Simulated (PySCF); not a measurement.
Ga₂H₄.

```xyz
6

Ga     0.0000     0.0000     1.2293
Ga     0.0000     0.0000    -1.2293
H     -0.9449     0.9449     2.0685
H      0.9449    -0.9449     2.0685
H     -0.9449    -0.9449    -2.0685
H      0.9449     0.9449    -2.0685
```
Charge 0, spin multiplicity 1.

Coordinates come from a PBE0-D3(BJ)/def2-TZVP optimisation.

Level of theory: PBE0/pcSseg-2 run with PySCF. Non-relativistic, no solvent.

Problem. Give the absolute GIAO shielding of each atom: isotropic value and principal components (ppm). (An estimate is asked for; the answer gives what the named calculation found.)

Solution. 
```tsv
atom	σ(iso)	σ11	σ22	σ33	span
Ga1	1013.8	420.3	983.7	1637.4	1217.1
Ga2	1013.8	420.3	983.7	1637.4	1217.1
H3	23.7	18.3	22.1	30.6	12.2
H4	23.7	18.3	22.1	30.6	12.2
H5	23.7	18.3	22.1	30.6	12.2
H6	23.7	18.3	22.1	30.6	12.2
```
